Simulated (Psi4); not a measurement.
C₃H₁₀N (SMILES C[NH+](C)C), charge +1, singlet, geometry from GFN2-xTB; PBE/6-31G, TDA run with Psi4.

Here is a job for Psi4.
```
memory 2 GB

molecule {
1 1
  N    -0.00145735   -0.00078979    0.34907080
  C    -0.00683148    1.40360564   -0.09889597
  C     1.21940542   -0.69518278   -0.09852509
  C    -1.21129590   -0.70773025   -0.10870151
  H    -0.00247043    1.44135056   -1.18709760
  H     0.87339726    1.92496286    0.27271406
  H    -0.89547623    1.91583180    0.26530846
  H     1.25459564   -0.71020410   -1.18671739
  H     1.22922597   -1.72074149    0.26595109
  H     2.10574056   -0.18427709    0.27308679
  H    -1.23721663   -0.72306702   -1.19714967
  H    -2.10593863   -0.20601809    0.25545409
  H    -1.21357974   -1.73335144    0.25572399
  H    -0.00574458   -0.00311317    1.37596602
symmetry c1
}

set basis 6-31g
set puream true
set save_jk true
set tdscf_states [5]
set tdscf_tda true
set d_convergence 1e-8

energy('td-pbe')
print_variables()
```

It wrote (shortened):

```
   => Loading Basis Set <=

    Name: 6-31G
    Role: ORBITAL
    Keyword: BASIS

         ---------------------------------------------------------
                                   SCF
               by Justin Turney, Rob Parrish, Andy Simmonett
                          and Daniel G. A. Smith
                              RKS Reference
         ---------------------------------------------------------

  ==> Geometry <==

    Molecular point group: c1
    Full point group: C1

    Geometry (in Angstrom), charge = 1, multiplicity = 1:

       Center              X                  Y                   Z               Mass
    ------------   -----------------  -----------------  -----------------  -----------------
         N           -0.001415442009    -0.000767077361     0.339032983189    14.003074004430
         C           -0.006789572009     1.403628352639    -0.108933786811    12.000000000000
         C            1.219447327991    -0.695160067361    -0.108562906811    12.000000000000
         C           -1.211253992009    -0.707707537361    -0.118739326811    12.000000000000
         H           -0.002428522009     1.441373272639    -1.197135416811     1.007825032230
         H            0.873439167991     1.924985572639     0.262676243189     1.007825032230
         H           -0.895434322009     1.915854512639     0.255270643189     1.007825032230
         H            1.254637547991    -0.710181387361    -1.196755206811     1.007825032230
         H            1.229267877991    -1.720718777361     0.255913273189     1.007825032230
         H            2.105782467991    -0.184254377361     0.263048973189     1.007825032230
         H           -1.237174722009    -0.723044307361    -1.207187486811     1.007825032230
         H           -2.105896722009    -0.205995377361     0.245416273189     1.007825032230
         H           -1.213537832009    -1.733328727361     0.245686173189     1.007825032230
         H           -0.005702672009    -0.003090457361     1.365928203189     1.007825032230

  Running in c1 symmetry.

  Rotational constants: A =      0.27729  B =      0.27729  C =      0.16177 [cm^-1]
  Rotational constants: A =   8312.95345  B =   8312.95343  C =   4849.78578 [MHz]
  Nuclear repulsion =  147.898770545133175

  Charge       = 1
  Multiplicity = 1
  Electrons    = 34
  Nalpha       = 17
  Nbeta        = 17

  ==> Algorithm <==

  SCF Algorithm Type is DF.
  DIIS enabled.
  MOM disabled.
  Fractional occupation disabled.
[...]
  @DF-RKS Final Energy:  -174.55391843741452
    Total Energy =                       -174.5539184374145236
[...]
     1        A->A (1 A)       0.36500         9.93223        -174.18892       0.0000          0.0000         -0.0000         -0.0000
     2        A->A (1 A)       0.37524         10.21066       -174.17868       0.0143          0.0095          0.0000         -0.0000
     3        A->A (1 A)       0.37524         10.21073       -174.17868       0.0143          0.0095         -0.0000         -0.0000
     4        A->A (1 A)       0.38024         10.34676       -174.17368       0.0014          0.0000          0.0000         -0.0000
     5        A->A (1 A)       0.39770         10.82194       -174.15622       0.0002          0.0000         -0.0000          0.0000

Contributing excitations
Only contributions with abs(coeff) > 1.00e-01 will be printed:

Excited State    1 (1 A):   0.36500 au   124.83 nm f = 0.0000
  Sums of squares: Xssq =  1.000000e+00
     17a  ->  18a     0.999583 (99.917%)

Excited State    2 (1 A):   0.37524 au   121.43 nm f = 0.0143
  Sums of squares: Xssq =  1.000000e+00
     16a  ->  18a     0.990391 (98.087%)

Excited State    3 (1 A):   0.37524 au   121.43 nm f = 0.0143
  Sums of squares: Xssq =  1.000000e+00
     15a  ->  18a    -0.990392 (98.088%)

Excited State    4 (1 A):   0.38024 au   119.83 nm f = 0.0014
  Sums of squares: Xssq =  1.000000e+00
     14a  ->  18a    -0.997147 (99.430%)

Excited State    5 (1 A):   0.39770 au   114.57 nm f = 0.0002
  Sums of squares: Xssq =  1.000000e+00
     12a  ->  18a     0.274215 ( 7.519%)
     13a  ->  18a     0.955898 (91.374%)

******************************************************************************************
**********                               WARNING                                **********
**********       The names of excited state variables changed between 1.5       **********
**********     and 1.6. For a quick solution, remove the symmetry specifier     **********
**********   from the variable name. For full details, see 'Notes on Psivars'   **********
**********                        in the documentation.                         **********
******************************************************************************************

  Variable Map:
  ----------------------------------------------------------------------------
[...]
  Array Variable Map:
  ----------------------------------------------------------------------------
[...]
[...]
```
